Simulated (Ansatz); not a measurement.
Species: BH$_{3}$S$_{2}$, charge 0, singlet. BH3S2 (SMILES SBS).
B3LYP-D3(BJ)/def2-TZVP minimum from Ansatz (a program for electronic structure):
```xyz
6

B     -0.5360    -0.3330     0.2993
H     -1.4447    -0.8975     0.8066
S      1.1433    -0.5802     0.8873
H      0.8421    -1.4508     1.8636
S     -0.8046     0.7906    -1.0764
H     -2.1376     0.6460    -1.1402
```
Charge 0, spin multiplicity 1.

Total energies in hartree (Ansatz). Radicals and triplets start from unrestricted determinants; spin-orbit coupling is neglected. Correlated methods leave the cores frozen. No relativity. Where a partner has so few electrons that a lower coupled-cluster level is exact, that level stands in.

```csv
species,HF/cc-pV(T+d)Z,CCSD(T)/cc-pV(T+d)Z,HF/cc-pV(Q+d)Z,CCSD(T)/cc-pV(Q+d)Z,CCSD(T)/cc-pV(D+d)Z,CCSDT(Q)/cc-pV(D+d)Z
1: BH3S2 (SMILES SBS),-821.59432,-822.12032,-821.60288,-822.16357,-821.97523,-821.97731
2: B (doublet),-24.53207,-24.59810,-24.53297,-24.60084,-24.58941,-24.58977
3: H (doublet),-0.49981,-0.49981,-0.49995,-0.49995,-0.49928,-0.49928
4: S (triplet),-397.50938,-397.65444,-397.51264,-397.66785,-397.60412,-397.60456
```

Work out the atomisation energy (electronic, to ground-state atoms) in kcal/mol: take Hartree-Fock from cc-pV(Q+d)Z, extrapolate the CCSD(T) correlation energy as X^-3 (X = 3, 4), and add CCSDT(Q) - CCSD(T) in cc-pV(D+d)Z. 1 hartree = 627.51 kcal/mol.


Species 1: correlation (64·(-0.56069) - 27·(-0.52600))/37 = -0.58600; step -0.00208; E1 = -821.60288 + (-0.58600) + (-0.00208) = -822.19096
Species 2: correlation (64·(-0.06787) - 27·(-0.06603))/37 = -0.06921; step -0.00036; E2 = -24.53297 + (-0.06921) + (-0.00036) = -24.60254
Species 3: correlation (64·(0.00000) - 27·(0.00000))/37 = 0.00000; step +0.00000; E3 = -0.49995 + (0.00000) + (+0.00000) = -0.49995
Species 4: correlation (64·(-0.15521) - 27·(-0.14506))/37 = -0.16262; step -0.00044; E4 = -397.51264 + (-0.16262) + (-0.00044) = -397.67570
-1·E1 +1·E2 +3·E3 +2·E4 = 0.73717 hartree = 462.6 kcal/mol.
